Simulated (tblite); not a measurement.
Compound: Si4H8.
Atom-mapped SMILES: `[SiH2:1]1[SiH2:2][SiH2:3][SiH2:4]1` (hydrogens: H5, H6 on Si1; H7, H8 on Si2; H9, H10 on Si3; H11, H12 on Si4)

Computed with GFN2-xTB (tblite), gas phase: Langevin dynamics at 200 K from the optimised GFN2-xTB geometry, time step 0.5 fs, friction 0.01 fs⁻¹, 2000 steps.

Start geometry:
```
atom  x, y, z in Å
Si1     0.360   -1.624    0.093
Si2    -1.609   -0.341    0.257
Si3    -0.361    1.623   -0.107
Si4     1.609    0.341   -0.262
H5      0.710   -2.416    1.281
H6      0.404   -2.621   -0.985
H7     -2.317   -0.417    1.543
H8     -2.671   -0.634   -0.715
H9     -0.719    2.412   -1.294
H10    -0.397    2.623    0.968
H11     2.340    0.425   -1.534
H12     2.654    0.630    0.729
```

The statistics below take the 31 frames saved every 25 fs from 250 to 1000 fs; their kinetic temperature (all 3N coordinates) averages 199 K.

Problem. How do the bond lengths spread?

Solution. 
```csv
bond,start (Å),mean (Å),standard deviation (Å),shortest (Å),longest (Å)
Si1–Si2,2.356,2.360,0.032,2.311,2.433
Si2–Si3,2.356,2.370,0.062,2.246,2.500
Si3–Si4,2.356,2.363,0.048,2.283,2.463
Si1–Si4,2.356,2.360,0.037,2.287,2.428
Si1–H5,1.469,1.473,0.021,1.439,1.518
Si1–H6,1.469,1.474,0.026,1.423,1.521
Si2–H7,1.470,1.475,0.030,1.415,1.538
Si2–H8,1.469,1.474,0.034,1.408,1.529
Si3–H9,1.469,1.473,0.027,1.424,1.533
Si3–H10,1.469,1.477,0.031,1.408,1.563
Si4–H11,1.469,1.476,0.029,1.411,1.539
Si4–H12,1.469,1.477,0.046,1.401,1.565
```

Problem. Give the same statistics for bond angles, one of each kind.

Solution. 
| angle | start (°) | mean (°) | standard deviation (°) | smallest (°) | largest (°) |
| --- | --- | --- | --- | --- | --- |
| Si2–Si1–Si4 | 90.0 | 89.8 | 1.2 | 87.0 | 92.0 |
| Si2–Si1–H5 | 115.9 | 116.4 | 7.0 | 104.7 | 131.1 |
| H5–Si1–H6 | 102.7 | 102.3 | 4.1 | 94.3 | 111.3 |
| Si1–Si2–H8 | 116.7 | 115.4 | 6.6 | 103.4 | 128.4 |

Problem. How far does each atom move about its mean position (frames aligned on the start, all atoms weighted alike), and what rms force does it feel?

Solution. 
```csv
atom,rms displacement (Å),rms force (eV/Å)
Si1,0.15,0.82
Si2,0.15,0.98
Si3,0.13,1.02
Si4,0.13,1.09
H5,0.41,0.39
H6,0.41,0.48
H7,0.40,0.55
H8,0.38,0.65
H9,0.40,0.47
H10,0.41,0.54
H11,0.41,0.51
H12,0.41,0.77
```

The displacements run from 0.13 to 0.41 Å.

Problem. How widely does the potential energy scatter, against a harmonic estimate?

Solution. Mean 0.28 eV above the start, standard deviation 0.068 eV, range 0.18 to 0.43 eV. For 30 classical harmonic modes at 200 K the canonical values are 30kT/2 = 0.26 eV and kT·√(30/2) = 0.067 eV.

The run is classical and short, so these are rough statistics of one trajectory.

The cost below is that of the whole dynamics run. On an Arm Neoverse V2 with one thread (shared host), this took 11 s wall and 0.19 GiB of memory at its peak.
